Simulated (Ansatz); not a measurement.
Basis-set extrapolation for C5H3BF6O4, SMILES `O[B-]1(O)OC(C(F)(F)F)=CC(C(F)(F)F)=[O+]1` (PBE0-D4/def2-TZVP geometry, frozen core, Ansatz 0.2.0). Multiplicity 1, RHF reference.

```tsv
	def2-TZVPP	def2-QZVPP
HF	-1112.491481	-1112.539106
MP2 correlation	-3.279725	-3.557018
CCSD(T) correlation	-3.415942	not run
```

Energies in hartree. Use E(X) = E(∞) + A·exp(−7.88·√X) for Hartree–Fock and E(X) = E(∞) + B·X^(−2.97) for correlation, with X = 3 and 4, and add CCSD(T) minus MP2 of the smaller set to the MP2 limit.

**Question.** What is the CCSD(T) energy at the basis-set limit?

**Answer.** HF limit: -1112.539106 + (-0.047625) × 0.13774 = -1112.54567. MP2 limit: -3.557018 + (-0.277293) × 0.74074 = -3.76242. Higher-order term: -3.415942 − (-3.279725) = -0.13622. Total: -1116.44431 hartree, 336.9 kcal/mol below CCSD(T)/def2-TZVPP.
